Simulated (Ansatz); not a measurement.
Start from `C#[C][Sn]([Cl])([Cl])[Cl]` and change one atom or group to get `[F][Sn]([Cl])([Cl])[Cl]`.

Ansatz, PBE0-D4/def2-TZVP geometries, multiplicity 1. 

Elements past krypton have def2 core potentials.

```tsv
property	`C#[C][Sn]([Cl])([Cl])[Cl]`
LUMO energy (B3LYP/def2-TZVPP) / eV	-2.61
HOMO energy (ωB97M-V/def2-TZVPP) / eV	-11.47
HOMO energy (B3LYP/def2-TZVPP) / eV	-8.91
LUMO energy (ωB97M-V/def2-TZVPP) / eV	-0.20
zero-point energy (PBE0-D4/def2-TZVP) / kJ/mol	58.5
HOMO energy (PBE/def2-TZVPP) / eV	-7.91
```

(1) What does the change do to each property? (Estimate.)

Answers

(1) Computed: 
| property | `[F][Sn]([Cl])([Cl])[Cl]` | shift |
| --- | --- | --- |
| LUMO energy (B3LYP/def2-TZVPP) / eV | -3.51 | -0.90 |
| HOMO energy (ωB97M-V/def2-TZVPP) / eV | -12.22 | -0.75 |
| HOMO energy (B3LYP/def2-TZVPP) / eV | -9.64 | -0.73 |
| LUMO energy (ωB97M-V/def2-TZVPP) / eV | -1.11 | -0.91 |
| zero-point energy (PBE0-D4/def2-TZVP) / kJ/mol | 14.9 | -43.6 |
| HOMO energy (PBE/def2-TZVPP) / eV | -8.46 | -0.55 |

With PBE0 the HOMO falls by 0.76 eV and the LUMO falls by 0.91 eV, so the gap narrows by about 0.15 eV. PBE moves the HOMO by -0.55 eV and ωB97M-V by -0.75 eV. The zero-point energy changes by -43.6 kJ/mol with -6 modes.

B3LYP here is the variant with VWN-RPA as its local correlation; programs differ in this.
